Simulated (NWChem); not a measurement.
Species: CrO$_{2}$Cl cation; SMILES [Cr+]([Cl])(=[O])=[O]

Computed with NWChem. Structure relaxed at the PBE-D3(BJ)/def2-SVP level. This spin state was assumed; another may lie lower. Total energies compare along this basis series because the functional is fixed.

```tsv
level	basis functions	energy (Ha)	highest occupied level (eV)	orbital gap (eV)
Hartree-Fock/pcseg-1	77	-1651.6347	-19.53	10.47
Hartree-Fock/aug-pcseg-1	120	-1651.6765	-19.29	…
Hartree-Fock/pcseg-2	150	-1651.9783	-19.32	10.81
Hartree-Fock/STO-3G	37	-1634.3560	-17.45	12.04
Hartree-Fock/def2-SVP	77	-1651.4516	-19.47	10.38
```

Complete the blanks.


- Hartree-Fock/aug-pcseg-1, orbital gap (eV): 10.60
